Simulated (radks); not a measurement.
The numbers below are computed, except where a source is named.
Task: All-electron atom: Tl+ in [Hg]. Level of theory: scalar-relativistic Kohn-Sham, AM05, spin-polarised, spherical densities, point nucleus (a radial shooting solver on a logarithmic mesh with Libxc functionals). Some entries of the table are withheld. Estimate them.

orbital,occ.,eigenvalue (hartree),<r> (bohr),<r^2> (bohr^2)
1s,2,-3145.096,0.01632,0.0003689
2s,2,-560.2480,(1),0.005607
2p,6,-481.9449,0.06237,(2)
3s,2,-133.9161,0.1777,0.03611
3p,6,-111.3877,0.1794,(3)
3d,10,-88.05201,0.1625,0.03089
4s,2,-30.07037,0.3918,0.1732
4p,6,-22.68592,0.4179,0.1984
4d,10,-14.03926,0.4400,0.2235
5s,2,-5.08499,0.8765,0.8614
4f,14,-4.46366,0.4677,0.2629
5p,6,-3.06506,1.007,1.146
5d,10,-0.83693,1.382,2.241
6s,2,-0.60041,2.376,6.387
6p,0,-0.29787,(4),12.02

Result: 
(1) 2s <r> (bohr): 0.06877
(2) 2p <r^2> (bohr^2): 0.004758
(3) 3p <r^2> (bohr^2): 0.03731
(4) 6p <r> (bohr): 3.241
